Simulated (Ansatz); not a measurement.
`CNB(F)S` + `C=O` → `CNB(S)C=O` + H–F  (formal exchange of groups at a B–F bond)

Isolated molecules relaxed with PBE0-D4/def2-TZVP in Ansatz; ΔE leaves out vibrations. CBS: MP2 limit from def2 TZ/QZ plus the TZ coupled-cluster correction, frozen cores. This one scheme is used for every species. One conformer a species, not always the lowest.

```
    species  SCS-MP2/def2-QZVPP energy (Eh)
  `CNB(F)S`                      -618.11953
      `C=O`                      -114.34429
`CNB(S)C=O`                      -632.05777
        H–F                      -100.36288
```

Task: Work out ΔE.

Result: ΔE = (-632.05777) + (-100.36288) − (-618.11953) − (-114.34429) = 0.04317 Eh = +113.3 kJ/mol. CCSD(T)/CBS gives +107.1 kJ/mol.

Largest T1 diagnostic among the species: 0.015.

From PBE to PBE0 (25 % exact exchange), in def2-TZVPP and without D4, ΔE moves by +7.0 kJ/mol. The D4 term adds −9.4 kJ/mol with B3LYP and −5.2 kJ/mol with PBE0; it sums over pairs of atoms, weighted by their polarisabilities, and B3LYP, whose exchange is more repulsive, gets the larger term.

B3LYP here is the variant with VWN-RPA as its local correlation; programs differ in this.
